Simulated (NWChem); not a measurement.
System meant: CH8O2Si3; SMILES O[Si@]1([SiH3])OC[SiH2]1

NWChem input:

```
start job
memory heap 200 mb stack 900 mb global 1100 mb
geometry units angstroms noautoz
  O      1.971153    -0.756800     0.321362
  Si     0.403962    -0.279595     0.006424
  Si    -0.811926    -2.288947     0.087243
  O      0.251881     0.568724    -1.452644
  C     -0.363572     1.857144    -1.144262
  Si    -0.457912     1.762319     0.793229
  H      2.651197    -0.069526     0.253098
  H     -0.673093    -2.924654     1.427235
  H     -0.353565    -3.250526    -0.953169
  H     -2.256172    -1.998368    -0.138548
  H     -1.340072     1.920277    -1.638018
  H      0.269088     2.656943    -1.545722
  H      0.424363     2.736821     1.499264
  H     -1.828883     1.864125     1.369220
end
basis spherical
  * library def2-svp
end
dft
  xc xpbe96 cpbe96
  iterations 4
  mulliken
end
task dft energy
```

End of the output:

```
    Atom       Charge   Shell Charges
 -----------   ------   -------------------------------------------------------
    1 O    8     8.18   1.97  0.89  0.60  2.68  2.02  0.01
    2 Si  14    13.68   2.00  1.93  0.68  0.36  5.81  1.24  1.06  0.60
    3 Si  14    13.79   2.00  1.94  0.71  0.37  5.82  1.36  1.42  0.18
    4 O    8     8.29   1.97  0.94  0.62  2.72  2.02  0.02
    5 C    6     6.08   1.96  0.61  0.34  1.83  1.23  0.10
    6 Si  14    13.74   2.00  1.94  0.71  0.37  5.81  1.36  1.33  0.22
    7 H    1     0.91   0.55  0.18  0.18
    8 H    1     1.07   0.63  0.41  0.03
    9 H    1     1.07   0.63  0.41  0.03
   10 H    1     1.08   0.63  0.42  0.03
   11 H    1     0.98   0.64  0.26  0.07
   12 H    1     0.98   0.64  0.27  0.07
   13 H    1     1.08   0.63  0.42  0.03
   14 H    1     1.08   0.63  0.42  0.03

 center of mass
 --------------
 x =   0.04413170 y =  -0.01331908 z =  -0.00628049

 moments of inertia (a.u.)
 ------------------
        1490.078422065877           0.000000000000          -0.000000000000
           0.000000000000         686.432388881249          -0.000000000000
          -0.000000000000          -0.000000000000        1602.991016296220

     Multipole analysis of the density
     ---------------------------------

     L   x y z        total         alpha         beta         nuclear
     -   - - -        -----         -----         ----         -------
     0   0 0 0      0.000000    -36.000000    -36.000000     72.000000

     1   1 0 0      0.174894      0.087447      0.087447     -0.000000
     1   0 1 0      0.662930      0.331465      0.331465     -0.000000
     1   0 0 1      0.334995      0.167497      0.167497      0.000000

     2   2 0 0    -42.097054   -137.059659   -137.059659    232.022263
     2   1 1 0      1.214707     -2.280599     -2.280599      5.775905
     2   1 0 1      1.065824     -0.070651     -0.070651      1.207126
     2   0 2 0    -44.229480   -362.905657   -362.905657    681.581834
     2   0 1 1     -0.131914     -0.306287     -0.306287      0.480659
     2   0 0 2    -46.395069   -105.790471   -105.790471    165.185874

 ------------------------------------------------------------------------
 dft energy failed                                                                                  0
 ------------------------------------------------------------------------
 ------------------------------------------------------------------------
  current input line :
    27: task dft energy
 ------------------------------------------------------------------------
 ------------------------------------------------------------------------
 This type of error is most commonly associated with calculations not reaching convergence criteria
 ------------------------------------------------------------------------
 For more information see the NWChem manual at https://nwchemgit.github.io

0:dft energy failed:Received an Error in Communication
```

Q: Can this run be used? If not, why, and what is the fix?

A: Convergence was not reached. Cause: the SCF was allowed too few iterations. This input runs:
```
start job
memory heap 200 mb stack 900 mb global 1100 mb
geometry units angstroms noautoz
  O      1.971153    -0.756800     0.321362
  Si     0.403962    -0.279595     0.006424
  Si    -0.811926    -2.288947     0.087243
  O      0.251881     0.568724    -1.452644
  C     -0.363572     1.857144    -1.144262
  Si    -0.457912     1.762319     0.793229
  H      2.651197    -0.069526     0.253098
  H     -0.673093    -2.924654     1.427235
  H     -0.353565    -3.250526    -0.953169
  H     -2.256172    -1.998368    -0.138548
  H     -1.340072     1.920277    -1.638018
  H      0.269088     2.656943    -1.545722
  H      0.424363     2.736821     1.499264
  H     -1.828883     1.864125     1.369220
end
basis spherical
  * library def2-svp
end
dft
  xc xpbe96 cpbe96
  iterations 150
  mulliken
end
task dft energy
```
It converges to -1060.79268 Ha (PBE/def2-SVP).
